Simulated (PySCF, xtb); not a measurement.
Se(SiH3)(OSiH3) (H₆OSeSi₂), SMILES [SiH3]O[Se][SiH3]. Other conformers were not sampled.

Harmonic wavenumbers (cm⁻¹) from GFN2-xTB in xtb at its own minimum, in rising order: 30, 84, 93, 141, 155, 374, 436, 493, 512, 600, 632, 726, 738, 746, 782, 794, 825, 880, 2213, 2262, 2277, 2282, 2294, 2311.

Question: What does PBE0-D3(BJ)/def2-SVP (PySCF) give at its own minimum? (Estimate from the structure and the level; the computed values follow.)

Answer: 65, 104, 125, 163, 174, 391, 541, 580, 582, 710, 724, 873, 906, 912, 932, 945, 953, 979, 2230, 2234, 2237, 2250, 2255, 2263. Paired by order, the mean absolute difference is 76 cm⁻¹ and the zero-point energies are 32.4 and 34.5 kcal/mol.
